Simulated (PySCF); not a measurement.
# NaHg⁺: input and log

State: ¹Σ⁺ (singlet), closed shell.

An equivalent input (the run itself took its basis sets from the Basis Set Exchange, started from a PBE0 density and held the occupation σ 7α 7β, πx 3α 3β, πy 3α 3β, δx 1α 1β, δy 1α 1β):

```python
from pyscf import gto, dft
mol = gto.M(atom='Na 0 0 0; Hg 0 0 3.097', basis={'Na': 'def2-SVP', 'Hg': 'def2-SVP'}, ecp={'Hg': 'def2-SVP'},
            charge=1, spin=0, verbose=4, symmetry='C2v')
mf = dft.UKS(mol, xc='HYB_GGA_XC_B97_3')
mf.grids.atom_grid = (80, 434)
mf.grids.prune = dft.gen_grid.treutler_prune
mf.irrep_nelec = {'A1': (8, 8), 'A2': (1, 1), 'B1': (3, 3), 'B2': (3, 3)}
mf.conv_tol = 1e-9
mf.max_cycle = 60
mf.diis_space = 10
mf.kernel()
```

The log (some set-up lines and the per-cycle HOMO/LUMO lines removed):

```
******** <class 'pyscf.dft.uks_symm.SymAdaptedUKS'> ********
method = SymAdaptedUKS
damping factor = 0
level_shift factor = 0
DIIS = <class 'pyscf.scf.diis.CDIIS'>
diis_start_cycle = 1
diis_space = 10
diis_damp = 0
SCF conv_tol = 1e-09
SCF conv_tol_grad = None
SCF max_cycles = 60
number electrons alpha = 15  beta = 15
Set gradient conv threshold to 3.16228e-05
init E= -315.566578496249
cycle= 1 E= -315.566716122845  delta_E= -0.000138  |g|= 0.0112  |ddm|= 0.0748
cycle= 2 E= -315.566718636274  delta_E= -2.51e-06  |g|= 0.0109  |ddm|= 0.0394
cycle= 3 E= -315.566768969895  delta_E= -5.03e-05  |g|= 0.00056  |ddm|= 0.0162
cycle= 4 E= -315.56676907134  delta_E= -1.01e-07  |g|= 0.000165  |ddm|= 0.00096
cycle= 5 E= -315.566769083303  delta_E= -1.2e-08  |g|= 2.99e-06  |ddm|= 0.000536
cycle= 6 E= -315.56676908331  delta_E= -7.39e-12  |g|= 5.84e-07  |ddm|= 1.56e-05
Extra cycle  E= -315.56676908331  delta_E= -1.14e-13  |g|= 6.82e-07  |ddm|= 2.17e-06
converged SCF energy = -315.56676908331  <S^2> = -1.5987212e-14  2S+1 = 1
```

Repeating this along the bond gives Re = 3.147 Å and ωe = 100.0 cm⁻¹.

A point of this curve took 0.39 CPU seconds beside 0.094 for the integrals, on Arm Neoverse V1 (shared host).

Closed-shell solutions of metal pairs were not tested for spin polarisation, which can lower them a little. Spin–orbit coupling is left out.
